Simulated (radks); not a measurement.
Values are calculated unless marked as measured or tabulated.
All-electron atom: the lutetium ion Lu59+ in [Ne] 3s2. Level of theory: scalar-relativistic Kohn-Sham, r2SCAN, spin-polarised, spherical densities, finite nucleus; meta-GGA in the generalised Kohn-Sham scheme; Fermi nuclear charge, rms radius 5.37 fm (a radial shooting solver on a logarithmic mesh with Libxc functionals).

Unscreened Slater integrals over Kohn-Sham orbitals (hartree). They are taken over the spin-up orbitals.

\begin{tabular}{lr}
integral & value \\ \hline
F0(3s,3s) & 4.6362 \\
F0(3s,2p) & 6.0557 \\
G1(3s,2p) & 0.64200 \\
F0(3s,2s) & 5.9405 \\
G0(3s,2s) & 0.51785 \\
F0(3s,1s) & 7.0142 \\
G0(3s,1s) & 0.38185 \\
F0(2p,2p) & 12.719 \\
F2(2p,2p) & 6.0291 \\
F0(2p,2s) & 11.800 \\
G1(2p,2s) & 6.7411 \\
F0(2p,1s) & 17.315 \\
G1(2p,1s) & 3.3305 \\
F0(2s,2s) & 11.224 \\
F0(2s,1s) & 15.897 \\
G0(2s,1s) & 1.6388 \\
F0(1s,1s) & 49.172 \\
\end{tabular}
